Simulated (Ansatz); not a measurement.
Species: C$_{2}$H$_{9}$OSi$_{2}$, net charge 0, doublet state. It need not be the lowest isomer of its formula. SMILES: [CH2][SiH2]O[SiH2]C
Geometry from a B3LYP-D3(BJ)/def2-TZVP (Ansatz, an electronic-structure program) optimisation:
```xyz
14

C      2.7245     0.8325     0.2622
Si     1.5882    -0.5895     0.0418
O      0.0474    -0.0382     0.0129
Si    -1.5480    -0.3890    -0.1437
C     -2.5288     1.1905    -0.0437
H      3.8018     0.7139     0.3106
H      2.3723     1.8536     0.3542
H      1.7514    -1.5646     1.1519
H      1.8886    -1.3061    -1.2256
H     -1.7749    -1.0611    -1.4476
H     -1.9518    -1.3215     0.9383
H     -2.2399     1.8794    -0.8398
H     -2.3677     1.6889     0.9141
H     -3.5973     0.9849    -0.1439
```
Charge 0, spin multiplicity 2.

Parts of the frozen-core correlation energy in 6-31G* (Ansatz, hartree). Frozen orbitals: 13; correlated occupied orbitals by spin: 16 and 15; virtual: 72 and 73. UHF or UKS for open shells. Spin-orbit coupling is left out. No relativistic terms.

```csv
term,value
reference (HF),-733.73020
MP2 opposite-spin,(withheld)
MP2 same-spin,(withheld)
CCSD correlation,(withheld)
(T),-0.01480
T1 diagnostic,0.012
largest doubles amplitude,0.018
<S^2> of the reference,0.760
```

### Question
Fill in the missing entries.

### Answer

- MP2 opposite-spin, value: -0.43635
- MP2 same-spin, value: -0.13089
- CCSD correlation, value: -0.62921
